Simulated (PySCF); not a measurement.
WS2ClBr, SMILES [S]=[W](=[S])([Cl])[Br], multiplicity 1. Heavy atoms are numbered as in [W:1](=[S:2])(=[S:3])([Cl:4])[Br:5].

The structure is a stationary point at PBE0-D3(BJ)/def2-SVP. The multiplicity is an assumed one; no other spin state was optimised. The structure was generated by enumeration; whether it is a known compound was not checked. The def2 effective core potentials stand for the cores of W; spin–orbit coupling is left out.

All values below come from ωB97X/def2-TZVP in PySCF.

ESP charges are fitted to the potential on shells at 1.4 to 2.0 van der Waals radii. Atomic charges (e), one atom of each kind:

```json
[
 {"atom": "W1", "ESP fit": "0.04", "Löwdin": "-0.57"},
 {"atom": "S2", "ESP fit": "-0.04", "Löwdin": "0.16"},
 {"atom": "Cl4", "ESP fit": "0.01", "Löwdin": "0.12"},
 {"atom": "Br5", "ESP fit": "0.03", "Löwdin": "0.15"}
]
```
